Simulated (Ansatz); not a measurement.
A structure relaxed at PBE-D4/def2-SVP in Ansatz, charge 0, singlet:

```xyz
17

Ge   -0.0475    0.2650   -0.2405
C    -0.5196   -1.0496   -1.5825
C    -0.9046   -2.2952   -1.2518
H    -0.4634   -0.7422   -2.6416
H    -0.9694   -2.6168   -0.1981
H    -1.1769   -3.0411   -2.0187
C     1.7435    1.0012   -0.2784
C     2.6659    0.7107    0.6556
H     1.9910    1.6791   -1.1145
H     2.4449    0.0402    1.5035
H     3.6831    1.1368    0.6189
N    -0.3145   -0.5632    1.3874
C    -0.4628   -0.4040    2.5858
O    -0.6148   -0.3328    3.7558
N    -1.2042    1.7006   -0.3667
C    -2.3723    2.0468   -0.3915
O    -3.4783    2.4643   -0.4227
```

**Question.** Give its formula, name or SMILES.

**Answer.** Ge(vinyl)2(NCO)2 (C6H6GeN2O2).

**Question.** Summarise the bond lengths by kind (pairs closer than 1.2 times the sum of covalent radii, bridged metal pairs left out).

**Answer.** 2 × C–Ge 1.94 Å; 2 × C–C 1.34 Å; 2 × Ge–N 1.85 Å; 2 × C–O 1.18 Å; 2 × C–N 1.22 Å; 6 × C–H 1.10 Å.
